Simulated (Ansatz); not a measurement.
This Ansatz (an electronic-structure program) input (CCSD(T)/3-21G) gives -327.48977 Eh with 30 basis functions. A basis named .json is the Basis Set Exchange file of that set (core-valence sets with the plain set on hydrogen).

Ansatz 0.2 input:
```yaml
crystal:
  periodic: [false, false, false]
  atoms:
    - {symbol: C, position_ang: [-1.14981457, -0.05477791, -0.04502006]}
    - {symbol: Si, position_ang: [0.54785519, 0.02610017, 0.02145083]}
    - {symbol: H, position_ang: [-1.76847219, 0.83159725, -0.09957680]}
    - {symbol: H, position_ang: [-1.68390593, -0.99607076, -0.03559828]}
    - {symbol: H, position_ang: [1.39794796, -1.17454559, 0.09584332]}
    - {symbol: H, position_ang: [1.28334497, 1.30228411, 0.00914054]}
basis:
  gaussian:
    orbitals: 3-21G.json
magnetization: {spin_polarized: false}
correlation: {method: ccsd_t, electrons: outside_noble_gas}
```

Change:
```diff
- orbitals: 3-21G.json
+ orbitals: cc-pV_Q+d_Z.json
```

**Question.** What does the run give now?

**Answer.** -329.45243 Eh (CCSD(T)/cc-pV(Q+d)Z, 239 functions), a change of -1962.66 mEh.
